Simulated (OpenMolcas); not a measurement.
## neutral hafnium: from CASSCF to CASPT2

```
Program             : OpenMolcas
Basis               : ANO-R1 [7s5p4d2f]
Scalar Hamiltonian  : X2C, finite nucleus
Active space        : 4 electrons in 6 orbitals (5d 6s)
State averaging     : 2S+1 = 5 even, 10 roots; 2S+1 = 3 even, 19 roots; 2S+1 = 1 even, 14 roots
Spin-orbit coupling : RASSI with atomic mean-field integrals over the reference wave functions, term energies averaged over their components
```

Methods on the same reference wave functions:
A. CASSCF
B. SS-CASPT2, IPEA 0.25 Eh, imaginary shift 0.1 Eh (closed shells correlated: 5s 5p)

Energies in cm-1 above 5d2 6s2 3F2, the measured ground level; measured values from NIST Handbook of Basic Atomic Spectroscopic Data.

| Level | A | B | Measured |
| --- | --- | --- | --- |
| 5d2 6s2 3F2 | 0.0 | 0.0 | 0.0 |
| 5d2 6s2 3F3 | 2253 | 2270 | 2357 |
| 5d2 6s2 3P0 | 4361 | 5040 | 5522 |
| 5d2 6s2 3F4 | 4400 | 4430 | 4568 |
| 5d2 6s2 3P2 [54 %] | 4909 | 5260 |  |
| 5d2 6s2 3P1 | 4912 | 5600 | 6573 |
| 5d2 6s2 1D2 [52 %] | 8477 | 8630 |  |
| 5d3 6s 5F1 | 8885 | 13450 |  |
| 5d3 6s 5F2 | 9478 | 14050 |  |
| 5d3 6s 5F3 | 10340 | 14900 |  |
| 5d2 6s2 1G4 | 11117 | 11590 | 10533 |
| 5d3 6s 5F4 | 11440 | 15980 |  |
| 5d3 6s 5F5 | 12701 | 17210 |  |

Deviations, from unrounded energies. A percentage is the sum of absolute deviations over the sum of measured energies, with the sign that they share, or ± where signs differ.

```
                        Against measurement  Levels      A      B
             mean absolute deviation (cm-1)       5    740    550
      fine structure of the ground term (%)       2   -3.9   -3.4
other terms of the ground configuration (%)       3  ±15.0  ±11.1
```

B lies closest to measurement on these levels. The largest miss of B in the table is 5d2 6s2 1G4, by +1100 cm-1. The ranking rests on the paired levels alone, and a cruder setting can come out closer through cancelling errors.

From A to B the spin-free energies of the other terms of 5d2 6s2 shown, above 3F, scale by factors of 0.95 to 1.25.

The lowest spin-free term lies below A's lowest term by 0.129 hartree in B.

CASPT2 does not keep the components of a term degenerate, so their means are used; among the terms shown or strongly mixed into the levels shown the widest spread is 360 cm-1 (5d2 6s2 3F, B). A single d shell beside an s shell can misplace configurations of different d count against each other. Without dynamic correlation excited terms often stand tens of per cent too high (terms of higher spin than the ground term too low), and those without a measured partner can miss by more than the paired ones (holds for A). Measured partners are found by configuration, term and J. A level has none where our copy of the source lacks it or the pairing is in doubt (some pairs that miss far off the trend of their configuration count as doubtful), and it then counts in no deviation. Only configurations of the active space appear. Levels that lie high or do not pair safely by name in every column are left out.

A share in square brackets marks a mixed level and gives the weight of the term that names it, the lowest over the columns.
